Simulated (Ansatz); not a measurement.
C2H7BFN can be A, `CC(N)BF`, or B, `BN(C)CF`.

Calculated with Ansatz (gas phase, PBE0-D4/def2-TZVP geometries, no zero-point term in ΔE). CBS: MP2 limit from def2 TZ/QZ plus the TZ coupled-cluster correction, frozen cores. DFT in def2-TZVPP. B3LYP here is the variant with VWN-RPA as its local correlation; programs differ in this. One conformer a species, not always the lowest.

A:

Z-matrix (Å, degrees):
```
C
C 1 1.526
H 1 1.092 2 110.5
H 1 1.092 2 111.3 3 120.9
H 1 1.094 2 110.8 3 -119.1
N 2 1.452 1 110.6 3 59.3
B 2 1.561 1 112.5 3 -68.3
H 2 1.116 1 106.2 3 -177.9
H 6 1.011 2 111.8 1 -168.4
H 6 1.012 2 111.6 1 70.4
F 7 1.326 2 120.1 1 142.3
H 7 1.200 2 122.8 1 -41.4
```

B:

Z-matrix (Å, degrees):
```
C
N 1 1.452
H 1 1.092 2 110.8
H 1 1.095 2 110.6 3 120.0
H 1 1.088 2 109.3 3 -120.1
C 2 1.421 1 114.2 3 -60.5
B 2 1.392 1 123.8 3 118.6
F 6 1.386 2 110.8 1 67.9
H 6 1.089 2 109.7 1 -172.9
H 6 1.096 2 111.0 1 -49.9
H 7 1.196 2 119.0 1 1.6
H 7 1.196 2 118.6 1 -179.2
```

(1) Which isomer does CCSD(T)/CBS put lower? Give the gap. (Estimate.)

(2) Give E(B) − E(A) in kcal/mol with CCSD(T)/def2-TZVPP, MP2/def2-TZVPP, ωB97M-V, B2PLYP, B3LYP, PBE-D4, CCSD/def2-TZVPP. (Estimate.)

Largest T1 diagnostic: 0.012.

Answers

(1) Computed: A, by 19.2 kcal/mol.

(2) The calculation gave: CCSD(T)/def2-TZVPP 18.1, MP2/def2-TZVPP 19.4, ωB97M-V 18.4, B2PLYP 17.8, B3LYP 17.0, PBE-D4 17.0, CCSD/def2-TZVPP 18.6. None reverses the order clearly.

From PBE to PBE0 (25 % exact exchange), in def2-TZVPP and without D4, E(B) − E(A) moves by +1.1 kcal/mol.
